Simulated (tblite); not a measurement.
Compound: C7H9ClO.
Numbering: `[CH2:1]=[CH:2][C:3]1([C:4](=[O:5])[Cl:6])[CH2:7][CH2:8][CH2:9]1` (hydrogens: H10, H11 on C1; H12 on C2; H13, H14 on C7; H15, H16 on C8; H17, H18 on C9)

Computed with GFN2-xTB (tblite), gas phase: L-BFGS steps from a force-field or distance-geometry start until the largest atomic force falls under 0.01 eV/Å.

Step 9: E = -766.0436 eV
```
atom  x, y, z in Å  |  force x, y, z in eV/Å
C1      2.3230    0.4555   -0.6556    0.034   0.009  -0.007
C2      1.0431    0.6467   -0.9180    0.003   0.001   0.001
C3     -0.0245    0.2837    0.0765    0.036  -0.085  -0.057
C4      0.0580    1.1465    1.2992   -0.030  -0.096  -0.024
O5      0.2078    0.8204    2.4289    0.018   0.030  -0.113
Cl6    -0.1274    2.8608    0.8959   -0.009   0.014  -0.033
C7     -0.0444   -1.2268    0.4120   -0.057  -0.034   0.004
C8     -1.5369   -1.2802    0.0602   -0.055   0.030  -0.008
C9     -1.4714    0.1623   -0.4694    0.051  -0.008   0.032
H10     2.6412    0.0783    0.3045    0.039   0.055  -0.055
H11     3.0941    0.6521   -1.3808   -0.021   0.036   0.032
H12     0.7094    0.9903   -1.8882    0.013   0.091   0.082
H13     0.2235   -1.4729    1.4365   -0.068   0.020   0.012
H14     0.5893   -1.7907   -0.2700   -0.045  -0.040   0.037
H15    -2.1742   -1.3843    0.9352   -0.008   0.018  -0.003
H16    -1.8200   -2.0340   -0.6718    0.027   0.032   0.003
H17    -2.1948    0.8605   -0.0502    0.061  -0.036   0.021
H18    -1.5047    0.2382   -1.5567    0.012  -0.035   0.076
```

Step 10: E = -766.0459 eV
```
atom  x, y, z in Å  |  force x, y, z in eV/Å
C1      2.3252    0.4576   -0.6571   -0.016   0.009  -0.016
C2      1.0450    0.6460   -0.9186   -0.030   0.009   0.038
C3     -0.0242    0.2812    0.0747    0.053  -0.072  -0.008
C4      0.0561    1.1449    1.2986    0.008  -0.087  -0.054
O5      0.2096    0.8202    2.4280    0.002   0.036  -0.124
Cl6    -0.1279    2.8616    0.8929   -0.012  -0.028  -0.022
C7     -0.0453   -1.2297    0.4119   -0.038  -0.012   0.030
C8     -1.5383   -1.2803    0.0613   -0.049   0.006  -0.015
C9     -1.4719    0.1609   -0.4690    0.066   0.029   0.027
H10     2.6430    0.0817    0.3006    0.061   0.012   0.029
H11     3.0971    0.6530   -1.3792    0.006   0.060  -0.020
H12     0.7094    0.9958   -1.8842    0.006   0.091   0.030
H13     0.2201   -1.4722    1.4395   -0.063   0.018  -0.040
H14     0.5888   -1.7957   -0.2700   -0.073  -0.020   0.074
H15    -2.1770   -1.3854    0.9349   -0.001   0.023   0.005
H16    -1.8204   -2.0336   -0.6707    0.014   0.017  -0.014
H17    -2.1929    0.8619   -0.0496    0.062  -0.046   0.023
H18    -1.5052    0.2385   -1.5557    0.004  -0.045   0.058
```

**Question.** Estimate the geometry and energy of step 11. (The exact step hangs on the optimiser's Hessian estimate; all steps are aligned on step 10, rigid shifts and turns removed.)

**Answer.** E = -766.0487 eV, largest force 0.134 eV/Å
```
atom  x, y, z in Å  |  force x, y, z in eV/Å
C1      2.3277    0.4602   -0.6590   -0.050   0.007  -0.013
C2      1.0469    0.6456   -0.9186   -0.041   0.017   0.056
C3     -0.0230    0.2769    0.0724    0.051  -0.037   0.039
C4      0.0540    1.1415    1.2960    0.055  -0.038  -0.083
O5      0.2117    0.8203    2.4251   -0.011   0.022  -0.093
Cl6    -0.1288    2.8620    0.8888   -0.017  -0.076  -0.020
C7     -0.0475   -1.2335    0.4123   -0.016   0.008   0.049
C8     -1.5407   -1.2801    0.0623   -0.028  -0.023  -0.012
C9     -1.4711    0.1596   -0.4679    0.058   0.047   0.013
H10     2.6464    0.0860    0.2966    0.076  -0.032   0.099
H11     3.1007    0.6553   -1.3778    0.023   0.087  -0.069
H12     0.7096    1.0044   -1.8789   -0.004   0.085  -0.023
H13     0.2149   -1.4712    1.4424   -0.051   0.007  -0.067
H14     0.5867   -1.8021   -0.2685   -0.089  -0.013   0.099
H15    -2.1805   -1.3861    0.9348   -0.002   0.026   0.012
H16    -1.8206   -2.0329   -0.6698   -0.007   0.000  -0.036
H17    -2.1894    0.8627   -0.0483    0.054  -0.037   0.032
H18    -1.5057    0.2379   -1.5534   -0.002  -0.048   0.017
```

The energy changes by -0.0027 eV. The first-order estimate −F·Δx gives -0.0037 eV and the mean of the old and new forces, exact on a quadratic surface, -0.0028 eV. The step makes an angle of 55° with the force vector and moves no atom by more than 0.010 Å.

The cost below is that of the whole relaxation. On one thread, Arm Neoverse V2 (aarch64), no GPU, shared host with 32 logical CPUs at a one-minute load of 9.7, this took 0.67 s wall.
